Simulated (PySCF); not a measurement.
PySCF input (MN15/def2-TZVPD):

```python
from pyscf import gto, scf, dft

mol = gto.M(
    atom='''
    B    -0.73191922    0.19699974    0.22690698
    O     0.45163180   -0.32443455   -0.08782496
    H    -1.05771089    1.34062764    0.05627479
    H     1.10425261    0.26985007   -0.48820997
    ''',
    basis='def2-tzvpd',
    charge=0,
    spin=1,
    verbose=4,
)

mf = dft.UKS(mol, xc='mn15').density_fit(auxbasis='def2-universal-jkfit')
mf.grids.level = 4
mf.conv_tol = 1e-9
mf.max_cycle = 100
mf.max_memory = 1500
mf.kernel()
if not mf.converged:
    mf = mf.newton()
    mf.kernel(mf.make_rdm1())
for _ in range(2):
    mo, _, stable, _ = mf.stability(return_status=True)
    if stable:
        break
    mf.kernel(mf.make_rdm1(mo, mf.mo_occ))
mf.analyze()
```

End of the output:

```
Extra cycle  E= -101.169870955609  delta_E= -3.35e-12  |g|= 1.85e-06  |ddm|= 5e-06
converged SCF energy = -101.169870955609  <S^2> = 0.75282889  2S+1 = 2.0028269
uhf_internal: lowest eigs of H = [0.18624553 0.31052904 0.37724398]
<class 'pyscf.df.df_jk.DFUKS'> wavefunction is stable in the internal stability analysis
**** SCF Summaries ****
Total Energy =                        -101.169870955609227
Nuclear Repulsion Energy =              25.908339472801273
One-electron Energy =                 -188.655116883903901
Two-electron Energy =                   61.576906455493400
Two-electron Coulomb Energy =           74.828631017691137
DFT Exchange-Correlation Energy =      -13.251724562197737
HOMO-LUMO gap [eV] =                     5.685944278860801
**** MO energy ****
                             alpha | beta                alpha | beta
MO #1   energy= -18.8642582153278  | -18.8641736929904  occ= 1 | 1
MO #2   energy= -6.73859336530379  | -6.7315110490194   occ= 1 | 1
MO #3   energy= -1.09781571381142  | -1.09615158217981  occ= 1 | 1
MO #4   energy= -0.638046322241724 | -0.627505069698913 occ= 1 | 1
MO #5   energy= -0.516504530881772 | -0.506236783307259 occ= 1 | 1
MO #6   energy= -0.443180916170127 | -0.443125138896864 occ= 1 | 1
MO #7   energy= -0.43243280098815  | -0.414677178490432 occ= 1 | 1
MO #8   energy= -0.21560006758169  | -0.00664546766966367 occ= 1 | 0
MO #9   energy= -0.00681314153921875 | 0.0193555719532554 occ= 0 | 0
MO #10  energy= 0.0309571855647519 | 0.0395017976130276 occ= 0 | 0
MO #11  energy= 0.0697912499907893 | 0.0829652608553637 occ= 0 | 0
MO #12  energy= 0.0981535012371319 | 0.105068272691885  occ= 0 | 0
MO #13  energy= 0.116369378230781  | 0.11961312288151   occ= 0 | 0
MO #14  energy= 0.122697802905506  | 0.130472071319222  occ= 0 | 0
MO #15  energy= 0.143233893537827  | 0.159106743715828  occ= 0 | 0
MO #16  energy= 0.158509726700431  | 0.182911468742733  occ= 0 | 0
MO #17  energy= 0.158813109626427  | 0.18423575892397   occ= 0 | 0
MO #18  energy= 0.193069846662459  | 0.208653543852379  occ= 0 | 0
MO #19  energy= 0.198205814645867  | 0.216604205548933  occ= 0 | 0
MO #20  energy= 0.222699199834363  | 0.247694711803859  occ= 0 | 0
MO #21  energy= 0.243997764845567  | 0.269291307974736  occ= 0 | 0
MO #22  energy= 0.271721784439451  | 0.290031365879966  occ= 0 | 0
MO #23  energy= 0.285849253445069  | 0.295714364747698  occ= 0 | 0
MO #24  energy= 0.290853347492574  | 0.301557914069598  occ= 0 | 0
MO #25  energy= 0.296630430274298  | 0.306309665227328  occ= 0 | 0
MO #26  energy= 0.299807980547838  | 0.311959454267886  occ= 0 | 0
MO #27  energy= 0.310178620096086  | 0.337639662828142  occ= 0 | 0
MO #28  energy= 0.343353244511888  | 0.35241386782799   occ= 0 | 0
MO #29  energy= 0.352791015847634  | 0.357439403873787  occ= 0 | 0
MO #30  energy= 0.386566927027239  | 0.396524916916984  occ= 0 | 0
MO #31  energy= 0.423142029025971  | 0.433226103774537  occ= 0 | 0
MO #32  energy= 0.471843742527604  | 0.475954953775133  occ= 0 | 0
MO #33  energy= 0.480942464768571  | 0.500156133497551  occ= 0 | 0
MO #34  energy= 0.518479778419643  | 0.524083795227231  occ= 0 | 0
MO #35  energy= 0.543495718100763  | 0.550457913651829  occ= 0 | 0
MO #36  energy= 0.56201303614495   | 0.564295153523151  occ= 0 | 0
MO #37  energy= 0.571800331009817  | 0.57892488399886   occ= 0 | 0
MO #38  energy= 0.623814145237182  | 0.660237973376312  occ= 0 | 0
MO #39  energy= 0.634855145904497  | 0.667297849661993  occ= 0 | 0
MO #40  energy= 0.688923280132308  | 0.713107873167704  occ= 0 | 0
MO #41  energy= 0.72012653076002   | 0.739419089645398  occ= 0 | 0
MO #42  energy= 0.756053312334998  | 0.761935015193071  occ= 0 | 0
MO #43  energy= 0.802475848873349  | 0.808662292978156  occ= 0 | 0
MO #44  energy= 0.807864257048353  | 0.815889976725856  occ= 0 | 0
MO #45  energy= 0.862710498032957  | 0.925651914262338  occ= 0 | 0
MO #46  energy= 0.922733054093133  | 0.934300583784526  occ= 0 | 0
MO #47  energy= 0.981180327552458  | 1.00253616332534   occ= 0 | 0
MO #48  energy= 1.01293389830844   | 1.03427520370867   occ= 0 | 0
MO #49  energy= 1.08030408656812   | 1.10348624229154   occ= 0 | 0
MO #50  energy= 1.09150089292105   | 1.11478906720848   occ= 0 | 0
MO #51  energy= 1.17433990401021   | 1.23842923808164   occ= 0 | 0
MO #52  energy= 1.33114146177194   | 1.34183566899873   occ= 0 | 0
MO #53  energy= 1.52819629389117   | 1.54081463715049   occ= 0 | 0
MO #54  energy= 1.54689173514382   | 1.56540700264638   occ= 0 | 0
MO #55  energy= 1.55667493726816   | 1.58441750783071   occ= 0 | 0
MO #56  energy= 1.60475109752799   | 1.65454195824777   occ= 0 | 0
MO #57  energy= 1.62578186340632   | 1.66515294903337   occ= 0 | 0
MO #58  energy= 1.71304032734791   | 1.78607584785035   occ= 0 | 0
MO #59  energy= 1.75215204009616   | 1.82967860695149   occ= 0 | 0
MO #60  energy= 1.82500133765133   | 1.88551162090893   occ= 0 | 0
MO #61  energy= 1.83724615069445   | 1.92197316556185   occ= 0 | 0
MO #62  energy= 1.84001753439027   | 1.98511782747829   occ= 0 | 0
MO #63  energy= 1.90995472607879   | 2.0245259785577    occ= 0 | 0
MO #64  energy= 1.97954363897092   | 2.06220725061672   occ= 0 | 0
MO #65  energy= 2.0127664530761    | 2.12667907031615   occ= 0 | 0
MO #66  energy= 2.06626542673554   | 2.14831787189835   occ= 0 | 0
MO #67  energy= 2.17316166869031   | 2.21664222616048   occ= 0 | 0
MO #68  energy= 2.25782379993653   | 2.27293075891312   occ= 0 | 0
MO #69  energy= 2.36262385436993   | 2.42569617176368   occ= 0 | 0
MO #70  energy= 2.41889146218719   | 2.44505785454474   occ= 0 | 0
MO #71  energy= 2.4650696305394    | 2.51657901530328   occ= 0 | 0
MO #72  energy= 2.47761855791067   | 2.55357914388339   occ= 0 | 0
MO #73  energy= 2.57553763461614   | 2.60477443871999   occ= 0 | 0
MO #74  energy= 2.73868283143517   | 2.78505336200213   occ= 0 | 0
MO #75  energy= 2.87461883769283   | 2.87736960750655   occ= 0 | 0
MO #76  energy= 2.96854073171579   | 2.98295070610403   occ= 0 | 0
MO #77  energy= 3.05356086792633   | 3.05460784454336   occ= 0 | 0
MO #78  energy= 3.10260920717123   | 3.13607687843549   occ= 0 | 0
MO #79  energy= 3.35350082000035   | 3.37009437794993   occ= 0 | 0
MO #80  energy= 3.59576904006332   | 3.59699003044618   occ= 0 | 0
MO #81  energy= 3.94080433487227   | 3.94925716120173   occ= 0 | 0
MO #82  energy= 5.09936013047066   | 5.10089002017261   occ= 0 | 0
MO #83  energy= 5.16365980904207   | 5.16641684176257   occ= 0 | 0
MO #84  energy= 5.33762953208032   | 5.33725990116429   occ= 0 | 0
MO #85  energy= 5.46275879172817   | 5.46068836602667   occ= 0 | 0
MO #86  energy= 5.51007097401173   | 5.50727531421524   occ= 0 | 0
MO #87  energy= 5.62847501537771   | 5.63949808419377   occ= 0 | 0
MO #88  energy= 6.09308350938853   | 6.09825701186528   occ= 0 | 0
MO #89  energy= 6.30511319941056   | 6.30669257490705   occ= 0 | 0
MO #90  energy= 6.45451756291876   | 6.458555103108     occ= 0 | 0
MO #91  energy= 6.53468049382665   | 6.53370403473815   occ= 0 | 0
MO #92  energy= 6.78507910296963   | 6.78410609893914   occ= 0 | 0
MO #93  energy= 6.93395046837189   | 6.94001401299907   occ= 0 | 0
MO #94  energy= 13.9747877312624   | 14.0130933230901   occ= 0 | 0
MO #95  energy= 42.122119925469    | 42.1224942747991   occ= 0 | 0

To work with the spin densities directly, `use mulliken_meta_spin()` only printing them here.

 ** Mulliken spin pop alpha/beta on meta-lowdin orthogonal AOs **
 ** Mulliken Spin Density (per AO)  **
spin_pop of  0 B 1s        0.00009
spin_pop of  0 B 2s        0.25420
spin_pop of  0 B 3s        0.00406
spin_pop of  0 B 4s        0.00020
[...]
```

It need not be the lowest isomer of its formula.
